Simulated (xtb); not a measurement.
CH₅FO₂Si₂, SMILES [SiH3][Si@H](F)C(=O)O. All values are semi-empirical tight-binding results from xtb (GFN2-xTB unless named), good for trends rather than for accurate numbers. Geometry optimised at GFN2-xTB. The structure was generated by enumeration; whether it is a known compound was not checked. Other conformers were not sampled.

Optimised geometry:

```xyz
11

O      1.8133     0.4338     0.9590
C      1.3709     0.3330    -0.1590
O      2.1106     0.5807    -1.2429
Si    -0.4335    -0.1802    -0.5836
F     -0.3457    -1.7989    -0.6381
Si    -1.8701     0.4234     1.1180
H      3.0248     0.8155    -1.0037
H     -0.6197     0.1448    -1.9947
H     -3.2432     0.0278     0.7827
H     -1.8764     1.8787     1.2988
H     -1.5411    -0.1961     2.4031
```

Q: Estimate the properties. (An estimate is asked for; the answer gives what the named calculation found.)

A: 
orbital gap: 3.29 eV
dipole moment: 2.18 D
zero-point energy: 36.0 kcal/mol
G − E(el) at 298.15 K (modified RRHO): 13.2 kcal/mol
static polarisability (D4 model): 78.7 bohr³
solvation energy, GFN2-xTB/ALPB(water): -6.3 kcal/mol
solvation energy, GFN2-xTB/ALPB(thf): -8.9 kcal/mol

Computed atomic charges and the Wiberg bond orders between heavy atoms:
charges (e) O1 -0.42, C2 0.24, O3 -0.38, Si4 0.46, F5 -0.28, Si6 0.38, H7 0.32, H8 -0.05, H9 -0.10, H10 -0.10, H11 -0.07. Bond orders O1–C2 1.80, C2–O3 1.17, C2–Si4 0.76, Si4–F5 1.12, Si4–Si6 0.83.
